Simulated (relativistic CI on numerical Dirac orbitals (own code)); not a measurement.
# Er2+: 3d photoemission

Computed with this model: Dirac-Coulomb-Breit CI, KLI orbitals optimised for each configuration, QED by a radiative potential, valence Slater integrals scaled by 0.9, multiplet model of photoemission in the sudden approximation; configurations [Xe] 4f12 → [Ar] 3d9 4s2 4p6 4d10 4f12 5s2 5p6; 80 K; Lorentzian 0.63 eV and Gaussian 0.7 eV FWHM. Energies are those of the free ion, without screening or charge transfer. The energies are binding energies and can lie tens of eV above those of solids. S is read from ⟨S²⟩ = S(S + 1).

free ion: ground-state S = 1.00, centroid 1442.04 eV. Peaks (eV, height): 1422.9 (100), 1425.3 (47), 1426.6 (39), 1428.6 (30), 1430.5 (18), 1466.6 (78), 1468.0 (72), 1471.0 (7).

Strongest unbroadened transitions for free ion:

| Energy (eV) | Relative strength |
| --- | --- |
| 1422.66 | 27.2 |
| 1422.78 | 100.0 |
| 1423.30 | 25.7 |
| 1423.73 | 65.6 |
| 1425.15 | 14.9 |
| 1425.35 | 18.2 |
| 1425.57 | 15.1 |
| 1426.31 | 25.4 |
| 1426.98 | 14.6 |
| 1428.25 | 15.3 |
| 1428.74 | 18.8 |
| 1466.19 | 21.3 |
| 1466.43 | 36.6 |
| 1466.47 | 29.6 |
| 1466.92 | 40.3 |
| 1467.41 | 26.3 |
| 1468.06 | 81.5 |
| 1469.07 | 21.7 |
